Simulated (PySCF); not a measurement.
Species: sum formula Si₂NH₆Cl₂, charge 1, multiplicity 1. It need not be the lowest isomer of its formula. SMILES: [SiH](Cl)(Cl)[NH2+][SiH3]
Structure (B3LYP-D3(BJ)/def2-TZVP (Ansatz) minimum search):
```xyz
11

Si     0.7390     0.2694     0.6412
Cl     1.6428    -1.3097    -0.2102
Cl     0.4323     1.8262    -0.5942
N     -0.9738    -0.3516     1.0327
Si    -2.1872    -0.5676    -0.4077
H      1.3207     0.6547     1.9247
H     -1.4032     0.2782     1.7170
H     -3.1362    -1.5603     0.1120
H     -1.3458    -1.0440    -1.5091
H     -2.7426     0.7774    -0.5832
H     -0.8781    -1.2499     1.5154
```
Charge +1, spin multiplicity 1.

Dispersion corrections to the total energy (kcal/mol) from the dftd3 and dftd4 libraries through PySCF: D3(BJ) without and D4 with the three-body term, each with the damping fitted for the functional named.

```
functional  D3(BJ)      D4
----------  ------  ------
HF          -56.82     [?]
TPSSh       -10.23   -9.31
B2PLYP       -7.67   -5.34
HSE06        -6.38     [?]
PW6B95         [?]   -6.11
B3LYP       -15.36  -12.39
PBE          -8.29   -7.59
```

Fill in the missing entries.


- HF, D4: -24.08
- HSE06, D4: -6.14
- PW6B95, D3(BJ): -5.17
